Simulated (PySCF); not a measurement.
**Excitation energy of B by level of theory**

B [He] 2s2 2p1 (2P) → B [He] 2s1 2p1 3s1 (4P), as a difference of total energies. Calculation: PySCF 2.14, in dyall-acv3z (15s9p4d2f, 76 functions); no relativity, point nucleus. Correlated levels: valence: 1s2 frozen; valence and next inner shell: nothing frozen; virtual orbitals above 40 to 60 times the deepest correlated orbital energy dropped. The calculations carry no spin-orbit coupling.

| method | excitation energy (eV) |
| --- | --- |
| UHF | 8.011 |
| LDA | 9.238 |
| PBE | 9.150 |
| PBE0 | 9.130 |
| r2SCAN | 9.047 |
| wB97X-V | 9.485 |
| PBEsol | 9.098 |
| B97-3 | 9.388 |
| LC-wPBE | 9.323 |
| MP2 (valence) | 9.099 |
| SCS-MP2 (valence) | 9.378 |
| MP2 (valence and next inner shell) | 9.129 |
| SCS-MP2 (valence and next inner shell) | 9.404 |

Q: How much does correlation contribute at MP2 (valence and next inner shell)?

A: 9.129 − (8.011) = 1.118 eV, measured against UHF.

The upper state lies above the first ionisation limit, but in LS coupling its spin forbids autoionisation to the ground ion. A Rydberg-like electron needs more diffuse functions than a valence basis has.

The promoted electron is Rydberg-like, and one or two diffuse shells describe it only roughly, which tends to raise the upper state.
